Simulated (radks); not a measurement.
Species: As15+. Configuration: [Ne] 3p6 4f2 (not the ground configuration). Method: Dirac Kohn-Sham, LDA (Slater exchange, Perdew-Wang correlation), spin-unpolarised, spherical densities, finite nucleus; open shells fill j = l - 1/2 first; Fermi nuclear charge, rms radius 4.0968 fm; computed with a radial shooting solver on a logarithmic mesh with Libxc functionals.

X-ray form factor f0, the Fourier transform of the density (f0(0) = 18):

| sin(theta)/lambda (1/angstrom) | f0 (electrons) |
|---|---|
| 0.05 | 17.919 |
| 0.1 | 17.682 |
| 0.15 | 17.305 |
| 0.2 | 16.811 |
| 0.25 | 16.230 |
| 0.3 | 15.591 |
| 0.4 | 14.243 |
| 0.5 | 12.928 |
| 0.6 | 11.727 |
| 0.8 | 9.742 |
| 1 | 8.267 |
| 1.25 | 6.984 |
| 1.5 | 6.090 |
| 2 | 4.728 |
